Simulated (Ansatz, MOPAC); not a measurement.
Species: SnH$_{3}$, charge 1, multiplicity 1. SMILES: [SnH3+]
Geometry: optimised at B3LYP-D3(BJ)/def2-TZVP (Ansatz, an electronic-structure program).

Wanted: vertical electron affinity to the doublet, in eV. Conventions: six Cartesian d functions in 6-31G* and its kin unless marked 5d; def2 sets with scalar-relativistic core potentials past Kr; PM7 with its own dispersion and hydrogen-bond terms; each state is the SCF solution reached for its charge and spin; no dispersion term unless named; UHF or UKS for open shells; LANL2DZ with its own core potentials from Na on; spin-orbit terms left out. Ab initio and DFT rows: single points at B3LYP-D3(BJ) geometries (Ansatz). Semi-empirical rows: differences of heats of formation at the shared geometry for vertical values. The spin state of an ion or metal species was assumed, not searched.

```json
[
 {"species": "charge 0, doublet", "coefficient": "-1", "E at B3LYP/6-31G* with LANL2DZ past Ar (Ansatz), Eh": "-5.09656", "E at B3LYP/def2-TZVPD (Ansatz), Eh": "-216.10772", "heat of formation at PM7 (MOPAC), kcal/mol": "107.22"},
 {"species": "charge 1, singlet", "coefficient": "+1", "E at B3LYP/6-31G* with LANL2DZ past Ar (Ansatz), Eh": "-4.82395", "E at B3LYP/def2-TZVPD (Ansatz), Eh": "-215.83888", "heat of formation at PM7 (MOPAC), kcal/mol": "205.43"}
]
```

 1 Eh = 27.2114 eV and 1 eV = 23.0605 kcal/mol.

**Question.** Compute it at each level from the table.

**Answer.** 
- B3LYP/6-31G* with LANL2DZ past Ar: the sum of coefficient times E is 0.27261 Eh, or 7.418 eV. Result: 7.42 eV.
- B3LYP/def2-TZVPD: the sum of coefficient times E is 0.26884 Eh, or 7.316 eV. Result: 7.32 eV.
- PM7: the sum of coefficient times heat of formation is 98.21 kcal/mol, or 4.26 eV.
